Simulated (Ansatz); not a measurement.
Isolated molecules relaxed with PBE0-D4/def2-TZVP in Ansatz; ΔE leaves out vibrations. CBS: MP2 limit from def2 TZ/QZ plus the TZ coupled-cluster correction, frozen cores. This one scheme is used for every species. DFT in def2-TZVPP. For Zn outer-core shells are correlated without core-valence functions, which leaves a few kJ/mol of doubt a bond. Scalar relativity is left out up to krypton. Each species was taken in one conformer, which may not be the lowest.

`N[PH][AlH2]` + `[F][ZnH]` → `N[PH][Zn][F]` + `[AlH3]`  (formal exchange of groups at a P–Al bond)

(1) Is it downhill or uphill in electronic energy at CCSD(T)/CBS, and by how much? (Best estimate.)

(2) What do these levels give: r2SCAN-D4, PBE0-D4, ωB97M-V, HF/def2-SVP, CCSD(T)/def2-TZVPP, SCS-MP2/def2-QZVPP? (Best estimate.)

Largest T1 diagnostic among the species: 0.018.

Answers

(1) Computed: Uphill: ΔE = +4.0 kJ/mol.

(2) The calculation gave: r2SCAN-D4 7.7, PBE0-D4 8.2, ωB97M-V 5.8, HF/def2-SVP 2.2, CCSD(T)/def2-TZVPP 11.8, SCS-MP2/def2-QZVPP 3.2 kJ/mol.

In def2-TZVPP, CCSD(T) changes the Hartree–Fock value by +7.4 kJ/mol (the triples alone add +0.5 kJ/mol) and MP2 by +4.4 kJ/mol. Leaving LDA and LC-ωPBE aside and taking each functional with its dispersion term where it has one, the values, not all of them listed here, spread over 9.7 kJ/mol, from BLYP-D4 to PBE-QIDH. LDA lies +5.0 kJ/mol from PBE without D4.
